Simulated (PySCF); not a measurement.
Cl3HOSi, SMILES Cl[Si](O)(Cl)Cl. Atoms are numbered in the order given.

```xyz
6

O      0.1069    -1.9015     0.0000
Si     0.0159    -0.2699     0.0000
Cl    -0.9726     0.4182    -1.6513
Cl     1.9239     0.4218     0.0000
Cl    -0.9726     0.4182     1.6513
H     -0.7168    -2.4001     0.0000
```

Geometry: PBE0-D3(BJ)/def2-SVP. One conformer was computed; it need not be the lowest.

Level of theory: PySCF with PBE0/pcSseg-1.

GIAO shieldings, no solvent; atoms listed in one row are averaged. δ = σ(ref) − σ: ¹⁷O against H2O (σ = 334.2 ppm); ²⁹Si against TMS (σ = 352.7 ppm); ³⁵Cl against HCl (σ = 945.9 ppm); ¹H against TMS (σ = 31.56 ppm), references at their B3LYP-D3(BJ)/def2-TZVP geometries, non-relativistic (without spin–orbit terms, shifts of atoms bonded to Cl or Br come out too high).

```tsv
nucleus	atoms	count	δ (ppm)
¹⁷O	O1	1	103.6
²⁹Si	Si2	1	-4.8
³⁵Cl	Cl3, Cl5	2	156.3
³⁵Cl	Cl4	1	126.9
¹H	H6	1	3.11
```
